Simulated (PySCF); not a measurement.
## Nuclear quadrupole coupling in (F3Si)2NMe

Species: (F3Si)2NMe, CH3F6NSi2.
Z-matrix (Å and degrees, PBE0-D3(BJ)/def2-SVP geometry), rows numbered from 1:
```
Si
F   1  1.5977
F   1  1.5961  2  110.23
F   1  1.5975  2  106.00  3  -117.05
N   1  1.7043  2  110.29  3   119.43
C   5  1.4749  1  117.60  2    45.80
Si  5  1.7073  1  121.91  2  -135.72
F   7  1.5962  5  111.23  1   -45.74
F   7  1.5964  5  113.97  1    74.98
F   7  1.5988  5  108.12  1  -165.99
H   6  1.0996  5  110.49  1   -48.87
H   6  1.0969  5  110.30  1  -168.43
H   6  1.1011  5  111.18  1    72.10
```

Field gradients from the PBE0/pcSseg-1 density (PySCF, non-relativistic), principal values in atomic units, ordered |Vxx| ≤ |Vyy| ≤ |Vzz|:

| atom | Vxx | Vyy | Vzz |
| --- | --- | --- | --- |
| N5 | 0.2054 | 0.6490 | -0.8544 |

Task: Find the asymmetry η = (Vxx − Vyy)/Vzz and the couplings χ = eQV/h (234.96 MHz × Q in barn × V in au), with Q(14N) = 0.02044 b.

Result: 
```
atom                    environment  nucleus     η  χzz (MHz)  χxx (MHz)  χyy (MHz)
  N5  nitrogen bonded to C and 2 Si      14N  0.52     -4.104      0.987      3.117
```

Task: What is Vzz at N5 in SI units (1 au = 9.71736 × 10²¹ V/m²)?

Result: -0.8544 au = -8.303 × 10²¹ V/m².

Task: And the gradient at the other heavy atoms, for which no coupling is worked out here?

Result: 
```
atom                  environment  Vzz (au)     η
 Si1  silicon bonded to 3 F and N    -0.342  0.23
  F2        fluorine bonded to Si     1.329  0.09
  F3        fluorine bonded to Si     1.328  0.08
  F4        fluorine bonded to Si     1.333  0.06
  C6   carbon bonded to N and 3 H     0.384  0.03
 Si7  silicon bonded to 3 F and N    -0.335  0.38
  F8        fluorine bonded to Si     1.346  0.09
  F9        fluorine bonded to Si     1.345  0.04
 F10        fluorine bonded to Si     1.330  0.05
```

Task: What couplings would deuterons (Q(2H) = 0.00286 b) have in place of the hydrogens, at this geometry?

Result: 
```
atom  bonded to  bond length (Å)  Vzz (au)     η  χzz (kHz)
 H11         C6            1.100    0.2816  0.08        189
 H12         C6            1.097    0.2846  0.11        191
 H13         C6            1.101    0.2811  0.07        189
```

Geometry: PBE0-D3(BJ)/def2-SVP; no solvent, vibrations or thermal averaging. The small basis limits the accuracy of the gradients.

These values come from a run that also computed NMR shieldings. Hardware: one thread, Intel Xeon at 2.70 GHz (x86_64), shared host with 64 logical CPUs at a one-minute load of 63. Cost: 71 s (with the writing of density and orbital grids), 1.1 GiB resident at most.
